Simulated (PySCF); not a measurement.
From a computed spectrum to the compound

A species of 8 atoms with charge 0 has these harmonic modes (PBE, small Gaussian bases with core potentials, PySCF 2.14.0):

```csv
cm⁻¹,km/mol,symmetry
175,1.2,a'
175,1.0,a''
182,1.9,a'
202,0.9,a'
202,1.4,a''
303,10.0,a''
314,219.9,a'
317,235.6,a''
480,85.5,a''
481,202.5,a'
485,116.1,a'
692,21.1,a'
696,104.3,a''
698,105.0,a'
957,109.8,a'
3792,253.5,a''
3795,223.8,a'
3801,78.7,a'
```

(1) Which species is it, and in which structure?

Results:

(1) TaO(OH)3 (singlet):
```xyz
8

Ta    0.0009    0.0000    0.0067
O     0.8970    0.0000    1.5026
O     0.4914    1.5789   -0.9813
H     1.1423    2.2665   -0.7628
O    -1.8852    0.0000    0.4017
H    -2.3541    0.0000    1.2523
O     0.4914   -1.5789   -0.9813
H     1.1423   -2.2665   -0.7628
```
Ideal gas at 298.15 K and 1 bar: S = 367.3 J/(mol K), Cp = 121.3 J/(mol K), H − H(0 K) = 23.6 kJ/mol (rigid rotor, harmonic modes, spin degeneracy alone). 
 This is one of several that fit.
